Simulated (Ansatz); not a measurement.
## Cost against result

Saddle point of Si3N3H13, singlet (SiN₂H₆ ([NH2][SiH2][NH2]) + Si₂NH₇ ([SiH3][NH][SiH3]) → Si₃N₂H₁₀ ([NH2][SiH2][N]([SiH3])[SiH3]) + NH₃; bonds formed: Si1–N5, N2–H4; bonds broken: Si1–N2, H4–N5), PBE0-D4/def2-TZVP structure:

| atom | x (Å) | y (Å) | z (Å) |
| --- | --- | --- | --- |
| Si1 | -0.7434 | 0.9645 | 0.0049 |
| N2 | 1.0700 | 1.5872 | 0.1929 |
| N3 | -0.9940 | 1.9011 | -1.4116 |
| H4 | 1.1338 | 0.1929 | 0.3329 |
| N5 | 0.3475 | -0.7014 | 0.2649 |
| Si6 | -0.0217 | -1.4367 | 1.8157 |
| Si7 | 0.4825 | -1.7093 | -1.1622 |
| H8 | -1.9541 | 0.0874 | -0.2743 |
| H9 | -1.0530 | 1.3551 | 1.4218 |
| H10 | 1.2437 | 2.1791 | 0.9940 |
| H11 | 1.5469 | 1.9696 | -0.6131 |
| H12 | -1.8383 | 1.7872 | -1.9469 |
| H13 | -0.4677 | 2.7195 | -1.6665 |
| H14 | 0.6368 | -0.6355 | 2.8776 |
| H15 | -1.4889 | -1.4757 | 2.0339 |
| H16 | 0.5115 | -2.8263 | 1.8362 |
| H17 | 1.4779 | -2.7861 | -0.9229 |
| H18 | -0.8284 | -2.3211 | -1.4928 |
| H19 | 0.9387 | -0.8518 | -2.2846 |

Barriers are electronic and count from the start structure reached by relaxing down the imaginary mode.

Computed with Ansatz 0.2.0 (basis: as named in each row); correlated methods freeze the cores. B3LYP uses VWN-RPA correlation. Extrapolation: Hartree–Fock as exp(−7.88 √X), correlation as X^−2.97.

Times are rough, for one single point on 4 threads of a shared host (AMD EPYC 7R13), with one NVIDIA H100 (or a share of it) where marked.

The estimate by CCSD(T) at an estimated basis limit (MP2 extrapolated from triple and quadruple zeta, plus CCSD(T) − MP2 in triple zeta) is 137.7 kJ/mol.

```tsv
method	basis	time (s)	barrier (kJ/mol)	method less estimate
HF	STO-3G	under 1	182.4	44.6
PBE-D4	STO-3G	under 1	5.7	-132.0
SPW92	def2-SVP	1	65.2	-72.5
B3LYP-D4	6-31G	2	96.7	-41.0
PBE-D4	def2-SVP	2	98.3	-39.4
PBE0-D4	def2-SVP	2	112.6	-25.1
SPW92	def2-TZVPP	5 (H100)	77.8	-59.9
CCSD(T)	def2-SVP	6 (H100)	136.2	-1.6
r2SCAN-D4	def2-TZVPP	6 (H100)	122.6	-15.1
B3LYP-D4	def2-TZVPP	6 (H100)	141.9	4.2
PBE-D4	def2-TZVPP	6 (H100)	110.0	-27.8
PBE0-D4	def2-TZVPP	6 (H100)	124.2	-13.5
r2SCAN0-D4	def2-TZVPP	7 (H100)	132.3	-5.4
wB97M-V	def2-SVP	8	122.7	-15.0
RPA on PBE	def2-TZVPP	8 (H100)	136.7	-1.0
BLYP-D4	def2-TZVPP	8 (H100)	130.7	-7.0
CAM-B3LYP-D4	def2-TZVPP	8 (H100)	148.7	11.0
B2PLYP	def2-TZVPP	8 (H100)	151.5	13.8
B97M-V	def2-TZVPP	9 (H100)	141.2	3.5
BHLYP-D4	def2-TZVPP	9 (H100)	158.5	20.8
PBE-QIDH	def2-TZVPP	9 (H100)	133.5	-4.2
wB97M-V	def2-TZVPP	10 (H100)	135.9	-1.8
MP2	def2-QZVPP	11 (H100)	128.6	-9.1
wB97X-V	def2-TZVPP	11 (H100)	141.4	3.7
CCSD(T)	def2-TZVPP	24 (H100)	137.0	-0.7
```

All methods are single points on the PBE0-D4 structures.

No T1 diagnostic of these runs exceeds 0.012.

Labels in which every atom is bracketed show which atoms are joined, not bond orders.
